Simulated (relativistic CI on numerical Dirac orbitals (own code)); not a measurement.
Method of calculation: Dirac-Coulomb-Breit CI, KLI orbitals optimised for each configuration, QED by a radiative potential, unscaled Slater integrals (own radial code, finite nucleus).

Configuration list (outside the closed core [Ne]): 3s², 3s3p, 3p², 3s3d, 3d², 3p3d, 3p4s, 3d4s, 3s4s, 3s4p, 3s4d, 3s4f, 3s5s, 3s5p, 3s5d, 3s5f, 4s², 3s5g, 3s6s, 3s6p, 3s6d. Levels of other configurations are missing.

At this charge energies of transitions that change n are usually good to better than 1 %, and those within a shell (Δn = 0) to a few per cent.

Outline of the computed level scheme of Ru XXXIII. Lowest level of each configuration: 3s² ¹S0 at 0.000 eV; 3s3p ³P°0 at 64.442 eV; 3p² ³P0 at 155.427 eV; 3s3d ³D1 at 208.821 eV; 3p3d ³F°2 at 278.339 eV; 3d² ³F2 at 422.727 eV; 3s4s ³S1 at 897.778 eV; 3s4p ³P°0 at 931.449 eV; 3p4s ³P°0 at 975.850 eV.

Some strong electric-dipole decays among the lowest 43 levels: 3s4p ¹P°1 → 3s² ¹S0 (4.7e+12 s⁻¹); 3s4s ¹S0 → 3s3p ¹P°1 (4.1e+12 s⁻¹); 3s4s ³S1 → 3s3p ³P°2 (2.8e+12 s⁻¹); 3s4p ³P°1 → 3s² ¹S0 (2.5e+12 s⁻¹); 3p4s ³P°1 → 3p² ¹D2 (1.8e+12 s⁻¹); 3s4s ³S1 → 3s3p ³P°1 (1.4e+12 s⁻¹); 3p4s ³P°1 → 3p² ³P0 (9.4e+11 s⁻¹); 3s4p ³P°2 → 3s3d ³D3 (7.9e+11 s⁻¹).

LS names give the leading component of a level, which can be under half, so a name can repeat, a term be missing and a line seem to break the LS rules.
